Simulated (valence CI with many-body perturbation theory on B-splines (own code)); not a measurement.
# Energy levels of Tm56+

Calculated by relativistic CI+MBPT: three valence electrons over a frozen Dirac-Fock core [Ne], radial functions for each j: 11 s, 11 p, 10 d, 8 f, 5 g, 2 h, with the one-electron correlation potential Σ1, the two-electron term Σ2, the three-electron term Σ3, Breit, model QED; selected CI, second order for the rest, scaled by the run's own slope (own B-spline code, finite nucleus).

No measured spectrum was set against this ion. As an estimate, large intervals hold to a few tenths of a per cent, small ones and those within an open d or f shell to about a per cent.

Levels 136 to 157 of 157, with energies above the lowest level, (3s^2 3p1/2) J=1/2. "Leading %" is the weight of the configuration and term that name the level; weights of strongly mixed levels are sums over their largest components and can fall short. In the jj column 3d3/2^4 stands for four electrons in 3d with j = 3/2.

| No. | Configuration | Term | J | E (Ry) | Leading % | g | Second component | Leading jj |
| --- | --- | --- | --- | --- | --- | --- | --- | --- |
| 136 | 3d³ | ²D | 5/2 | 129.86 | 39 | 1.265 | 38 % 3d³ ⁴P | 3d3/2^2 3d5/2 (93 %) |
| 137 | 3d³ | ⁴F | 7/2 | 131.59 | 64 | 1.106 | 34 % 3d³ ²G | 3d3/2 3d5/2^2 (98 %) |
| 138 | 3d³ | ⁴F | 9/2 | 131.86 | 51 | 1.131 | 41 % 3d³ ²H | 3d3/2 3d5/2^2 (98 %) |
| 139 | 3d³ | ⁴P | 3/2 | 132.41 | 41 | 1.118 | 39 % 3d³ ²D | 3d3/2 3d5/2^2 (99 %) |
| 140 | 3d³ | ²H | 11/2 | 132.50 | 100 | 1.080 |  | 3d3/2 3d5/2^2 (100 %) |
| 141 | 3d³ | ²P | 1/2 | 132.66 | 59 | 1.476 | 41 % 3d³ ⁴P | 3d3/2 3d5/2^2 (99 %) |
| 142 | 3d³ | ²D | 5/2 | 132.75 | 43 | 1.264 | 34 % 3d³ ⁴P | 3d3/2 3d5/2^2 (93 %) |
| 143 | 3d³ | ²F | 5/2 | 133.33 | 42 | 1.096 | 42 % 3d³ ²D | 3d3/2 3d5/2^2 (97 %) |
| 144 | 3d³ | ²F | 7/2 | 133.36 | 81 | 1.090 | 17 % 3d³ ²G | 3d3/2 3d5/2^2 (98 %) |
| 145 | 3d³ | ²D | 3/2 | 134.96 | 74 | 0.909 | 20 % 3d³ ²P | 3d3/2 3d5/2^2 (92 %) |
| 146 | 3d³ | ²G | 9/2 | 136.23 | 51 | 1.154 | 36 % 3d³ ⁴F | 3d5/2^3 (98 %) |
| 147 | 3d³ | ²D | 3/2 | 137.47 | 48 | 1.104 | 37 % 3d³ ²P | 3d5/2^3 (93 %) |
| 148 | 3d³ | ²D | 5/2 | 138.26 | 61 | 1.160 | 22 % 3d³ ²F | 3d5/2^3 (95 %) |
| 149 | 3s²4s | ²S | 1/2 | 185.83 | 99 | 1.994 |  | 3s^2 4s (99 %) |
| 150 | 3s²4p | ²P° | 1/2 | 190.78 | 98 | 0.664 |  | 3s^2 4p1/2 (98 %) |
| 151 | 3s3p4s | ⁴P° | 1/2 | 195.19 | 86 | 2.373 | 12 % 3s3p4s ²P° | 3s 3p1/2 4s (99 %) |
| 152 | 3s3p4s | ⁴P° | 3/2 | 195.92 | 57 | 1.551 | 36 % 3s3p4s ²P° | 3s 3p1/2 4s (93 %) |
| 153 | 3s3p4s | ²P° | 1/2 | 196.85 | 94 | 0.760 | 6 % 3s3p4s ⁴P° | 3s 3p1/2 4s (99 %) |
| 154 | 3s²4p | ²P° | 3/2 | 198.71 | 92 | 1.348 | 5 % 3s3p4s ⁴P° | 3s^2 4p3/2 (92 %) |
| 155 | 3s3p4p | ⁴D | 1/2 | 199.76 | 71 | 0.285 | 20 % 3s3p4p ²P | 3s 3p1/2 4p1/2 (100 %) |
| 156 | 3s3p4p | ⁴D | 3/2 | 200.60 | 41 | 1.116 | 31 % 3s3p4p ²D | 3s 3p1/2 4p1/2 (97 %) |
| 157 | 3s3p4p | ⁴P | 1/2 | 201.67 | 48 | 1.981 | 29 % 3s3p4p ²S | 3s 3p1/2 4p1/2 (99 %) |
